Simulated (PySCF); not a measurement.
## Structure from NMR data

An unknown has the formula C$_{3}$F$_{8}$. Its calculated NMR data are:

13C{1H} NMR (computed): δ 128.9 (C), 115.7 (C).

- PBE0-D3(BJ)/def2-TZVP geometry
- σ from GIAO-B97-2/pcSseg-2
- run in PySCF
- a single conformation, non-relativistic Hamiltonian, rapidly exchanging positions averaged, in vacuum

δ = σ(ref) − σ, references computed at the same level: 13C vs TMS.

**Question.** Propose a structure and justify it.

**Answer.** 
The formula gives 0 degrees of unsaturation. 2 carbon signals for 3 carbons: some carbons are equivalent by symmetry or fast rotation. Carbon types of the structure: 3 × C. δC 128.9: CF3 carbon; 3 electronegative neighbours deshield it. δC 115.7: fully substituted sp3 carbon bonded to 2 F; 2 electronegative neighbours deshield it.

Structure: perfluoropropane.

The data come from this structure; uniqueness wasn't tested.

Splittings by 19F in the carbon and heteronuclear signals aren't shown, as no couplings were computed. Shifts are as computed. Against solution values, carbons near 30 ppm lie about +3 ppm off and those near 130 ppm about +7 ppm. Of 1309 compounds with measured shifts, 239 miss one by over three times the rms of a fit or turn the order of signals round; such compounds aren't used in these exercises.
